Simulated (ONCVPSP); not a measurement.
Eu (Z = 63), ONCV: configuration errors across variants

* Element: europium
* Generator: ONCVPSP 4.0.1
* Type: optimised norm-conserving Vanderbilt (ONCV)
* Functional: PBE
* Relativity: scalar-relativistic
* Frozen core: [Kr] 4d10 4f6
* Valence charge: 11
* Reference configuration: 5s2 5p6 5d1 6s2
* Partial waves: 5s+6s: rc 2.40 bohr, ncon 4, nbas 7, qcut 5.8 1/bohr, 2 projectors; 5p: rc 2.35 bohr, ncon 4, nbas 8, qcut 6 1/bohr, 2 projectors, debl 1.1 Ha; 5d: rc 3.40 bohr, ncon 3, nbas 8, qcut 5.5 1/bohr, 2 projectors, debl 0.4 Ha
* Local potential: polynomial inside 2.00 bohr (lpopt 3, dvloc0 2 Ha)
* Core correction: polynomial model core, fcfact 0.3

All-electron excitation energies from the reference (eV): (1) 5s2 5p6 5d1 6s1 6.549; (2) 5s2 5p6 5d1 6s0 18.485; (3) 5s2 5p6 5d1 6s1.5 2.638.

Errors AE − PS in meV (a dash: test not solved or not reliable):

```tsv
change	(1)	(2)	(3)	bound ghosts	GHOST(+) flags above zero
base	-4.5	-25	-1.2	none	none
local potential polynomial inside 1.95 bohr (lpopt 4, dvloc0 1 Ha)	-4.5	-25	-1.2	none	none
all radii but the core radius scaled by about 1.13 (s 2.72, p 2.66, d 3.84 bohr); local potential polynomial inside 2.26 bohr (lpopt 3, dvloc0 2 Ha)	-4.9	-29	-1.2	none	none
local potential polynomial inside 2.00 bohr (lpopt 3, dvloc0 0.5 Ha)	-4.5	-25	-1.2	none	none
p: qcut 6.8	-4.6	-26	-1.2	none	none
core correction polynomial model core, fcfact 0.64	-4.6	-26	-1.2	none	none
```

Question: Give the same row for: s: qcut 4.9.

Answer: -4.7, -27, -1.2; bound ghosts: none; GHOST(+) flags above zero: none.
